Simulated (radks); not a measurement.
Question: Numerical settings for neutral phosphorus, [Ne] 3s2 3p3. Calculated with a radial shooting solver on a logarithmic mesh with Libxc functionals: scalar-relativistic Kohn-Sham, PBE, spin-unpolarised, spherical densities, finite nucleus; Fermi nuclear charge, rms radius 3.1889 fm. The defaults (mesh step 0.008 in ln r, mesh end at 40 bohr or more with all orbitals vanishing there, Anderson mixing 0.5 over 9 steps, residual threshold near 1e-9 with the energy settled to 1e-9 hartree or 1e-11 of itself, here a cap of 54 iterations) give E = -341.9019 hartree and 3p at -5.507 eV in 13 iterations. Run on one thread of a shared host, so times are rough (Arm Neoverse V1): 0.06 s of CPU time, 0.06 s wall, 13 iterations on 2309 mesh points. One setting is changed at a time: mesh step in ln r 0.08; mesh step in ln r 0.12; mesh step in ln r 0.05; mesh end (bohr) 2; mesh end (bohr) 12; residual threshold 1e-13; residual threshold 1e-05; mixing 0.2; linear mixing, mixing 1; linear mixing, mixing 0.5; mixing history 2; iteration cap 2. Which runs fail to converge, and which converge to a wrong energy?

Answer: Not converged within the cap: mesh step in ln r 0.08; mesh step in ln r 0.12; residual threshold 1e-13; linear mixing, mixing 1; iteration cap 2. Settled on a wrong energy, with an occupied level pushed above zero by the early mesh end: mesh end (bohr) 2 (+7.37 hartree). Apart from these: no run marked as converged misses the energy by more than 1 mhartree.
